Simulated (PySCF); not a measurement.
Ga₂H₄, SMILES [GaH2][GaH2]. Atoms are numbered in the order given.

```xyz
6

Ga     0.0000     0.0000     1.2293
Ga     0.0000     0.0000    -1.2293
H     -0.9449     0.9449     2.0685
H      0.9449    -0.9449     2.0685
H     -0.9449    -0.9449    -2.0685
H      0.9449     0.9449    -2.0685
```

Geometry optimised at PBE0-D3(BJ)/def2-TZVP.

These are PBE0-D3(BJ)/def2-TZVP (PySCF 2.14.0) values and carry that method's errors.

Frequencies are harmonic and unscaled.

Modes within 1.5 cm⁻¹ of each other (mostly degenerate sets) share a row, with their intensities summed.

Computed normal modes with their intensities:
```tsv
mode	ν (cm⁻¹)	IR (km/mol)	moving atoms (share of kinetic energy)
1	203	0.0	H 100 %
2	236	0.0	Ga 98 %
3–4	292	80.1	H 97 %
5–6	553	74.0	H 93 %
7	715	484.5	H 98 %
8	790	0.0	H 99 %
9	1916	401.7	H 99 %
10–11	1931	518.1	H 98 %
12	1935	0.0	H 99 %
```
